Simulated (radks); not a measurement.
Values are calculated unless marked as measured or tabulated.
Ne+, configuration [He] 2s2 2p5.

Level of theory: scalar-relativistic Kohn-Sham, Slater X-alpha with alpha = 0.823, spin-polarised, spherical densities, finite nucleus; open shells are filled with parallel spins first; Fermi nuclear charge, rms radius 3.0055 fm (a radial shooting solver on a logarithmic mesh with Libxc functionals).

Energy parts (eV):
total: -3519.971
kinetic: 3527.414
electron-nucleus: -8315.852
Hartree: 1625.695
exchange: -357.228

Orbitals (lengths in bohr, moments of r in powers of bohr; <r^-3> diverges for s and p1/2):
orbital  occ.  eigenvalue (eV)    <r^2>  <1/r>  <r^-3>     <r^4>
1s up       1        -863.0593  0.03357  9.633       -  0.002936
1s down     1        -861.5869  0.03347  9.644       -  0.002917
2s up       1         -58.9959   0.8726  1.718       -     1.460
2s down     1         -56.1510   0.8965  1.696       -     1.556
2p up       3         -35.8846   0.9317  1.586   13.76     2.057
2p down     2         -32.9527   0.9876  1.555   13.26     2.353

The highest occupied level is 2p down at -32.953 eV. For comparison, the ionisation energy in NIST's Atomic Spectra Database is 40.963 eV (measured). In exact Kohn-Sham theory the highest level is minus the ionisation energy, but local and semilocal functionals leave it too shallow, through self-interaction and a potential that decays too fast; potentials with the right tail come closer.
